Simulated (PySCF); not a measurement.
## Polarisability and C₆ of In (indium, neutral)

[Kr] 4d10 5s2 5p1, 2P determinant. Calculation: PySCF 2.14, in x2c-QZVPPall with one added diffuse shell each of s, p, d, f type (14s10p8d5f1g, 128 functions); scalar relativity by spin-free X2C-1e. Coupled (time-dependent) response in atomic units; α is the mean over directions.

| method | mean α (bohr³) | α xx, yy, zz | C₆ (like pair) | S(−4) |
| --- | --- | --- | --- | --- |
| UHF | 74.53 | 60.50, 102.6, 60.50 | 806.3 | 2962 |
| PBE | 80.12 | 60.25, 119.8, 60.25 | 824.2 | 4662 |

S(−4) is the Cauchy moment in α(ω) = α(0) + S(−4) ω² + …

Reference α: 65 ± 4 bohr³ (recommended; Schwerdtfeger and Nagle, table of static dipole polarizabilities (2023 update)). Published C₆: 779.0 (Chu and Dalgarno (2004); Tang, Norbeck and Certain (1976)).

Spin-orbit coupling is absent.

α(iu) at PBE:

```csv
u (hartree),α(iu) (bohr³)
0,80.12
0.0500,70.63
0.100,54.88
0.200,33.45
0.300,22.34
0.500,12.33
0.750,7.514
1.00,5.301
1.50,3.240
2.00,2.255
3.00,1.300
5.00,0.5997
```

The components differ because the open shell of this determinant is not spherical; for a pure term their mean is the scalar polarisability.
